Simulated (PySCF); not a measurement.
PySCF input for C₂H₆O₂Si, SMILES C1[SiH](CO1)O, PBE/pcSseg-1. The structure is a stationary point at PBE0-D3(BJ)/def2-SVP. This is a generated structure with no PubChem entry under its InChIKey; it may be hypothetical. The values are those of a single conformer.

```python
import numpy as np
from pyscf import gto, scf, dft
from pyscf.prop.nmr import rks as nmr

mol = gto.M(
    atom='''
    O     2.00787220   -0.46716714   -0.00000000
    Si    0.57745209    0.37950050    0.00000000
    C    -0.84430557   -0.14594408   -1.13125491
    O    -1.72275065   -0.04287366    0.00000000
    C    -0.84430558   -0.14594409    1.13125490
    H     2.82653123    0.03494926   -0.00000000
    H     0.87554287    1.84709942   -0.00000000
    H    -0.77916838   -1.18445227   -1.51133968
    H    -1.18868602    0.50275215   -1.95245351
    H    -1.18868601    0.50275216    1.95245350
    H    -0.77916838   -1.18445226    1.51133968
    ''',
    basis='pcSseg-1',
    charge=0,
    spin=0,
    max_memory=1600,
    verbose=3,
)
mf = dft.RKS(mol, xc='pbe')
mf.grids.level = 3
mf.conv_tol = 1e-10
mf.max_cycle = 100
mf.kernel()
n = nmr.NMR(mf)
n.verbose = 2
n.max_cycle_cphf = 60
sigma = n.kernel()
print('atom   isotropic/ppm   span/ppm')
for i, s in enumerate(sigma):
    w = np.linalg.eigvalsh((s + s.T) / 2)
    print(f'{mol.atom_symbol(i):2s}{i + 1:3d} {w.mean():14.3f} {w[2] - w[0]:11.3f}')
```

Program output:

```
converged SCF energy = -519.313832762984
atom   isotropic/ppm   span/ppm
O   1        270.307      58.744
Si  2        335.221      62.603
C   3        100.960     131.167
O   4        319.595      85.456
C   5        100.960     131.167
H   6         28.863      19.786
H   7         25.364       7.986
H   8         26.577       7.725
H   9         26.883       8.676
H  10         26.883       8.676
H  11         26.577       7.725
```

The calculation finished and met its thresholds.
